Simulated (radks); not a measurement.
Values are calculated unless marked as measured or tabulated.
Ionisation of As+, [Ar] 3d10 4s2 4p2, to As2+, [Ar] 3d10 4s2 4p1, under several functionals. Non-relativistic Kohn-Sham, spin-unpolarised, spherical densities, point nucleus; a radial shooting solver on a logarithmic mesh with Libxc functionals.

| functional | E(As+) (hartree) | Exc (hartree) | IE (eV) | -e(HOMO) (eV) | <r> HOMO (bohr) | IE error (eV) |
|---|---|---|---|---|---|---|
| exchange-only B88 | -2233.98269 | -81.19824 | 17.063 | 12.498 | 2.345 | -1.527 |
| revPBE | -2235.29344 | -82.53515 | 17.866 | 13.312 | 2.321 | -0.723 |
| XLYP | -2235.85272 | -83.09525 | 17.881 | 13.279 | 2.330 | -0.709 |
| BP86 | -2235.73764 | -82.98446 | 18.082 | 13.500 | 2.311 | -0.508 |
| RPBE | -2235.35499 | -82.59737 | 17.857 | 13.309 | 2.326 | -0.733 |
| AM05 | -2232.33976 | -79.53252 | 17.909 | 13.336 | 2.312 | -0.680 |
| TASK exchange with Perdew-Wang LDA correlation | -2234.71288 | -81.99449 | 18.044 | 13.610 | 2.271 | -0.545 |
| revTPSS | -2234.84557 | -82.06838 | 17.929 | 13.394 | 2.312 | -0.660 |
| PBEsol | -2233.57787 | -80.78797 | 17.949 | 13.376 | 2.313 | -0.641 |
| LDA (Slater exchange, Perdew-Wang correlation) | -2232.17811 | -79.36465 | 18.159 | 13.554 | 2.309 | -0.430 |
| LDA (Slater exchange, Perdew-Zunger correlation) | -2232.17527 | -79.36198 | 18.165 | 13.560 | 2.309 | -0.425 |

NIST Atomic Spectra Database: 18.589 eV (measured). Closest: LDA (Slater exchange, Perdew-Zunger correlation). The Delta-SCF values span 1.10 eV, the total energies 3.68 hartree. The highest occupied level is 4p. Spin polarisation and multiplet splitting are left out, so open shells lie too high by an amount that depends on their filling.

Beside tabulated values, note that spin-unpolarised runs miss the spin-polarisation part of the exchange energy of open shells.
